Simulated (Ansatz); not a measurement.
`CCBB[SiH3]` → 2 B• + 2 C• + 10 H• + Si•  (atomization)

Program: Ansatz. Geometries: PBE0-D4/def2-TZVP. ΔE: electronic, gas phase. CBS: MP2 limit from def2 TZ/QZ plus the TZ coupled-cluster correction, frozen cores. This one scheme is used for every species, atoms too. DFT in def2-TZVPP. B3LYP here is the variant with VWN-RPA as its local correlation; programs differ in this. No spin–orbit coupling; open shells (•) take unrestricted orbitals. Spin–orbit coupling would lower the free atoms: a little for B, C, Si. One conformer a species, not always the lowest.

| level | ΔE (kJ/mol) | difference from CCSD(T)/CBS |
| --- | --- | --- |
| r2SCAN-D4 | 5309.0 | 56.3 |
| PBE0-D4 | 5297.6 | 44.9 |
| B3LYP-D4 | 5298.9 | 46.2 |
| ωB97X-V | 5297.0 | 44.3 |
| ωB97M-V | 5291.1 | 38.4 |
| B2PLYP | 5228.8 | -23.9 |
| PBE | 5302.7 | 50.0 |
| r2SCAN | 5302.1 | 49.4 |
| PBE0 | 5275.2 | 22.5 |
| B3LYP | 5256.8 | 4.1 |
| SCS-MP2/def2-TZVPP | 5178.9 | -73.8 |
| CCSD/def2-TZVPP | 5099.6 | -153.1 |
| MP2/def2-QZVPP | 5226.7 | -26.0 |
| SCS-MP2/def2-QZVPP | 5248.6 | -4.1 |
| HF/CBS(def2) | 4118.5 | -1134.2 |
| MP2/CBS(def2) | 5269.9 | 17.2 |
| CCSD(T)/CBS | 5252.7 | 0 |

Largest T1 diagnostic among the species: 0.014.

In def2-TZVPP, CCSD(T) changes the Hartree–Fock value by +1034.6 kJ/mol (the triples alone add +48.3 kJ/mol) and MP2 by +1051.8 kJ/mol; breaking electron pairs costs correlation energy, which Hartree–Fock lacks. The D4 term adds +42.1 kJ/mol with B3LYP and +22.4 kJ/mol with PBE0; it sums over pairs of atoms, weighted by their polarisabilities, and B3LYP, whose exchange is more repulsive, gets the larger term. From PBE to PBE0 (25 % exact exchange), in def2-TZVPP and without D4, ΔE moves by −27.4 kJ/mol: exact exchange takes away binding that semilocal exchange gives to molecules.

For atomizations the MP2-based limit and the directly extrapolated one differ by several kJ/mol either way, and by 10 to 25 for some Ge, Se and Sn compounds, so smaller differences from it don't rank the levels.
